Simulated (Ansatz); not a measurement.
`[SH][GeH2][SH]` + H–F → `[F][GeH2][SH]` + H₂S at 700 K and 1 bar (ligand exchange at a Ge–S bond).

Calculated with Ansatz (gas phase, PBE0-D4/def2-TZVP geometries, no zero-point term in ΔE). CBS: MP2 limit from def2 TZ/QZ plus the TZ coupled-cluster correction, frozen cores. This one scheme is used for every species. For Ge outer-core shells are correlated without core-valence functions, which leaves a few kJ/mol of doubt a bond. Scalar relativity is left out up to krypton. Each species was taken in one conformer, which may not be the lowest.

| species | CCSD(T)/CBS energy (Eh) | H − E (kJ/mol) | S (J/(mol·K)) |
| --- | --- | --- | --- |
| `[SH][GeH2][SH]` | -2874.10944 | 153.4 | 428.9 |
| H–F | -100.39570 | 45.2 | 198.5 |
| `[F][GeH2][SH]` | -2575.53651 | 125.5 | 383.9 |
| H₂S | -398.97279 | 64.8 | 236.9 |

H − E and S are ideal-gas, rigid-rotor, harmonic terms from PBE0-D4/def2-TZVP, for one conformer and one mirror image of each species. 1 Eh = 2625.50 kJ/mol, R = 8.31446 J/(mol·K).

By hand: ΔE, ΔH, ΔS and ΔG.

ΔE = (-2575.53651) + (-398.97279) − (-2874.10944) − (-100.39570) = -0.00416 Eh = -10.9 kJ/mol. Δ(H − E) = 125.5 + 64.8 − 153.4 − 45.2 = -8.3, so ΔH = -19.2 kJ/mol. ΔS = 383.9 + 236.9 − 428.9 − 198.5 = -6.6 J/(mol·K). ΔG = -19.2 − 700 × (-6.6)/1000 = -14.6 kJ/mol.

By hand: the equilibrium constant, and the temperature at which ΔG would vanish if ΔH and ΔS stayed fixed.

log₁₀ K = −ΔG/(RT ln 10) = 1.1. ΔG = 0 at ΔH/ΔS = 2909 K, far beyond where these terms or the molecules hold.

The number of gas molecules stays the same, so ΔS is small and ΔH decides. A doubt of 5 kJ/mol in ΔE shifts log₁₀ K by 0.4 here. Other conformers and mirror images would add mixing entropy, several J/(mol·K) or more a flexible species. These are equilibria of isolated gas molecules and say nothing of rates. Largest T1 diagnostic: 0.012 (customary marks: 0.02 for closed shells, 0.045 for open ones).
